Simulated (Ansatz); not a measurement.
Reaction (atomization): `[O][SnH]([F])[F]`• → 2 F• + H• + O• + Sn•

Gas-phase electronic energies from Ansatz, PBE0-D4/def2-TZVP geometries. CCSD(T)/CBS is the MP2 limit (def2-TZVPP, def2-QZVPP) plus CCSD(T) − MP2 in def2-TZVPP, frozen cores. This one scheme is used for every species, atoms too. For atomizations the MP2-based limit and the directly extrapolated one differ by several kJ/mol either way, and by 10 to 25 for some Ge, Se and Sn compounds, so smaller differences from it don't rank the levels. Functionals use def2-TZVPP. Open shells (•) are unrestricted, without spin–orbit coupling. Spin–orbit coupling would lower the free atoms: a little for F, O; strongly for Sn. def2 core potentials past Kr. Bonds to Sn are less sure, by a few kJ/mol each and by 10 to 20 or more in all where they break to atoms, as the def2 sets lack core-valence functions.

`[O][SnH]([F])[F]`•:

Z-matrix (Å, degrees):
```
Sn
O 1 1.968
F 1 1.897 2 107.0
F 1 1.897 2 107.0 3 109.6
H 1 1.686 2 114.0 3 -125.2
```

| level | ΔE (kcal/mol) |
| --- | --- |
| B2PLYP | 331.5 |
| BLYP | 338.6 |
| MP2/def2-QZVPP | 347.9 |
| MP2/CBS(def2) | 354.0 |

Problem. What does CCSD(T)/CBS give? (Best estimate.)

Solution. Ansatz gave: +343.4 kcal/mol. The listed levels differ from it by -11.9, -4.8, 4.5, 10.6 kcal/mol.

Largest T1 diagnostic among the species: 0.016.

From BLYP to BHLYP (50 % exact exchange), in def2-TZVPP and without D4, ΔE moves by −29.5 kcal/mol: exact exchange takes away binding that semilocal exchange gives to molecules. The D4 term adds +3.2 kcal/mol with B3LYP and +1.7 kcal/mol with PBE0; it sums over pairs of atoms, weighted by their polarisabilities, and B3LYP, whose exchange is more repulsive, gets the larger term.

B3LYP here is the variant with VWN-RPA as its local correlation; programs differ in this.
